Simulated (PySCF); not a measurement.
Frontier orbitals and the lowest excitations

C5H10F2O.
Structure used (GFN2-xTB), in Å, numbered top down from 1:
```
atom  x, y, z in Å
C1     1.999    1.033    0.135
C2     1.342   -0.208   -0.455
C3    -0.066   -0.432    0.096
C4    -0.674   -1.739   -0.402
O5    -0.861    0.689   -0.329
C6    -1.914    1.004    0.428
F7    -2.242    2.288    0.207
F8    -3.031    0.286    0.104
H9     1.404    1.913   -0.093
H10    2.089    0.945    1.215
H11    2.993    1.169   -0.283
H12    1.270   -0.104   -1.538
H13    1.941   -1.092   -0.232
H14   -0.035   -0.431    1.198
H15   -0.072   -2.579   -0.064
H16   -1.687   -1.862   -0.028
H17   -0.706   -1.737   -1.488
H18   -1.761    0.864    1.519
```

Method: TDDFT PBE0/def2-SVPD, vertical, gas phase, core orbitals frozen in the response in PySCF.

Kohn–Sham orbitals with the atoms that hold most of them (Löwdin shares over 4%, at most four atoms; ? is withheld):

```
orbital  ε (eV)                            atoms
 LUMO+2    1.16  C1 17%, H11 11%, C4 10%, H16 7%
 LUMO+1    1.04   H18 12%, C4 9%, H12 9%, H17 9%
   LUMO       ?                                ?
   HOMO   -8.85    O5 45%, C4 13%, C3 13%, F8 6%
 HOMO-1   -9.54                                ?
 HOMO-2   -9.98   C1 26%, C2 23%, H9 10%, H10 9%
 HOMO-3  -10.19     C2 22%, C1 21%, O5 9%, H9 6%
```

(1) Which atoms hold the LUMO, and with what shares?

(2) Give the leading atoms of the HOMO-1.

(3) What is the LUMO energy, and the HOMO–LUMO gap?

## Answers

(1) C1 (bonded to C and 3 H) 12%; H14 (bonded to C) 12%; C3 (bonded to 2 C, O and H) 9%; C4 (bonded to C and 3 H) 8%. By element: carbon 30% or more, hydrogen 12% or more.

(2) C3 (bonded to 2 C, O and H) 20%; C2 (bonded to 2 C and 2 H) 16%; O5 (bonded to 2 C) 16%; H14 (bonded to C) 8%. By element: carbon 36% or more, oxygen 16%, hydrogen 8% or more.

(3) ε(LUMO) = 0.62 eV; the gap is 9.47 eV (0.3480 hartree).

Task: How does S1 compare with the orbital gap of 9.47 eV?

Result: S1 is at 8.32 eV (f = 0.011), 1.15 eV below the gap, made of HOMO→LUMO (95%). 

Task: Give energy, strength and leading configuration of S1, S2, S4 and S6, and follow the Löwdin shares of the leading atoms from the occupied to the empty orbital.

Result: 
- S1 (8.32 eV, f 0.011), HOMO→LUMO (95%): O5 45% → at most 9%, C4 13% → 8%, C1 at most 6% → 12%, H14 at most 6% → 12%
- S2 (8.76 eV, f 0.026), HOMO→LUMO+1 (93%): O5 45% → at most 9%, C4 13% → 9%, H18 at most 6% → 12%
- S4 (9.05 eV, f 0.019), HOMO-1→LUMO (93%): C3 20% → 9%, C2 16% → at most 9%, C1 at most 9% → 12%, H14 8% → 12%
- S6 (9.40 eV, f 0.0021), HOMO-2→LUMO (81%): C1 26% → 12%, C2 23% → at most 9%, H14 at most 10% → 12%

Löwdin shares depend on the basis, the more so with diffuse functions.

One conformer stands for the species.
